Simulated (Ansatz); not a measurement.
Reaction (SMILES): [GaH] (GaH) (closed-shell singlet) → Ga atom + H atom
B3LYP-D3(BJ)/def2-TZVP geometries, fixed; electronic energies without zero-point terms.
Largest species:
```
Ga
H 1 1.6890
```
Charge 0, spin multiplicity 1.

The atomisation energy at CCSD(T) with Ansatz (a program for electronic structure), in kcal/mol, split into its Hartree-Fock and correlation parts. Cores are frozen (with 3d on Ga to Br). Open shells are unrestricted. No added dispersion term, no relativity. Functions are those of the species that has most.

```tsv
basis	X	functions	Hartree-Fock	CCSD(T)
cc-pVDZ	2	32	47.16	64.22
cc-pVTZ	3	57	47.54	67.53
cc-pVQZ	4	98	47.64	68.31
cc-pV5Z	5	159	47.70	68.56
```

Worked estimate of the basis-set limit from each neighbouring pair, with Hartree-Fock from the larger set and the correlation part extrapolated as X^-3.
Correlation parts: X = 2: 17.06, X = 3: 19.99, X = 4: 20.67, X = 5: 20.86.
- (2,3): (27·(19.99) - 8·(17.06))/19 = 21.22; with Hartree-Fock 47.54 the estimate is 68.76 kcal/mol.
- (3,4): (64·(20.67) - 27·(19.99))/37 = 21.17; with Hartree-Fock 47.64 the estimate is 68.81 kcal/mol.
- (4,5): (125·(20.86) - 64·(20.67))/61 = 21.06; with Hartree-Fock 47.70 the estimate is 68.76 kcal/mol.
The last two estimates differ by 0.05 kcal/mol; the largest set lies 0.20 from the last. Over the last step Hartree-Fock moves by 0.06 and the correlation part by 0.19.
